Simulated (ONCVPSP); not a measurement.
What the settings do to the ONCV potential of O

Base potential:

- Element: oxygen (O)
- Generator: ONCVPSP 4.0.1
- Type: optimised norm-conserving Vanderbilt (ONCV)
- Functional: LDA (Perdew-Wang 92)
- Relativity: non-relativistic
- Frozen core: [He]
- Valence charge: 6
- Reference configuration: 2s2 2p2.5 (charge +1.5)
- Partial waves: 2s: rc 0.65 bohr, ncon 4, nbas 8, qcut 10.4 1/bohr, 2 projectors, debl 2.6 Ha; 2p: rc 1.80 bohr, ncon 4, nbas 7, qcut 7.6 1/bohr, 1 projector
- Local potential: polynomial inside 0.60 bohr (lpopt 5, dvloc0 0 Ha)
- Core correction: Teter function, fcfact 3.25, rcfact 1.35

All-electron outer shells of the reference configuration (LDA (PZ), non-relativistic, ld1.x):

| shell | level (eV) | outermost node (bohr) | outermost maximum (bohr) |
| --- | --- | --- | --- |
| 1s | -540.74 | – | 0.13 |
| 2s | -48.32 | 0.28 | 0.85 |
| 2p | -33.59 | – | 0.76 |

Cutoffs, loose and tight: the cutoffs (Ha) at which the residual kinetic energy of the hardest occupied pseudo-wave falls to 1 and 0.1 mHa per electron. They do not see the model core or the augmentation charge, which bear on the density cutoff. Test errors are all-electron minus pseudo excitation energies from the reference, over the configurations 2s2 2p4; 2s2 2p3; 2s2 2p2; 2s2 2p0. A dash means not determined; rows that change the core or the reference have their own tests.

```csv
change,outcome,"cutoff, loose","cutoff, tight",bound ghosts,GHOST(+) flags above zero,largest test error (meV)
base,generated,43 Ha,335 Ha,none,s,+3129
"core correction Teter function, fcfact 3.25, rcfact 1.56",generated,43 Ha,335 Ha,none,s,+3075
"local potential polynomial inside 0.60 bohr (lpopt 5, dvloc0 3.5 Ha)",generated,43 Ha,335 Ha,none,s,+3129
```

Q: What comes out with this change to the base: p: rc 1.7?

A: outcome: generated; cutoff, loose: 43 Ha; cutoff, tight: 335 Ha; bound ghosts: none; GHOST(+) flags above zero: s; largest test error (meV): +2721.

Q: What comes out with this change to the base: reference 2s2 2p4?

A: outcome: generated; cutoff, loose: 41 Ha; cutoff, tight: 333 Ha; bound ghosts: none; GHOST(+) flags above zero: s; largest test error (meV): +4735.
